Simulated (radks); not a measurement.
Results of a calculation; reference values are marked as such.
How relativity changes the ionisation of neutral praseodymium ([Xe] 4f3 6s2) to Pr+ ([Xe] 4f3 6s1). Spin-unpolarised spherical Kohn-Sham, PBE, point nucleus unless stated (finite: rms radius 4.8919 fm), a radial shooting solver on a logarithmic mesh with Libxc functionals. A level marked "c x" has the speed of light scaled by that factor and shares open shells by 2j + 1; other Dirac levels either fill j = l - 1/2 first or share by 2j + 1.

[
 {"level": "non-rel.", "E(Pr) (hartree)": "-8923.6303", "E(Pr+) (hartree)": "-8923.4305", "IE (eV)": "5.437", "HOMO": "6s", "<r> HOMO (bohr)": "4.726"},
 {"level": "scalar-rel.", "E(Pr) (hartree)": "-9237.3306", "E(Pr+) (hartree)": "-9237.1203", "IE (eV)": "5.721", "HOMO": "4f", "<r> HOMO (bohr)": "1.211"},
 {"level": "scalar-rel., finite nucleus", "E(Pr) (hartree)": "-9236.8629", "E(Pr+) (hartree)": "-9236.6526", "IE (eV)": "5.721", "HOMO": "4f", "<r> HOMO (bohr)": "1.211"},
 {"level": "Dirac, 2j+1 shares", "E(Pr) (hartree)": "-9242.6113", "E(Pr+) (hartree)": "-9242.4010", "IE (eV)": "5.722", "HOMO": "4f7/2", "<r> HOMO (bohr)": "1.225"},
 {"level": "Dirac, low j first", "E(Pr) (hartree)": "-9242.6326", "E(Pr+) (hartree)": "-9242.4226", "IE (eV)": "5.716", "HOMO": "4f5/2", "<r> HOMO (bohr)": "1.203"},
 {"level": "Dirac, 2j+1 shares, finite nucleus", "E(Pr) (hartree)": "-9242.1414", "E(Pr+) (hartree)": "-9241.9311", "IE (eV)": "5.722", "HOMO": "4f7/2", "<r> HOMO (bohr)": "1.225"},
 {"level": "Dirac, c x 1.25", "E(Pr) (hartree)": "-9120.6821", "E(Pr+) (hartree)": "-9120.4762", "IE (eV)": "5.603", "HOMO": "4f7/2", "<r> HOMO (bohr)": "1.164"},
 {"level": "Dirac, c x 1.5", "E(Pr) (hartree)": "-9057.9808", "E(Pr+) (hartree)": "-9057.7770", "IE (eV)": "5.547", "HOMO": "4f7/2", "<r> HOMO (bohr)": "1.138"}
]

NIST Atomic Spectra Database: 5.470 eV (semi-empirical). The relativistic part of the total energy of Pr is -318.5 hartree (Dirac, 2j+1 shares, finite nucleus), 3.6 % of the non-relativistic value. Spin polarisation and multiplet splitting of open shells are left out at every level.

Beside tabulated values, note that relativity, absent from the non-relativistic runs, is large for the heavy elements, and spin-unpolarised runs miss the spin-polarisation part of the exchange energy of open shells.
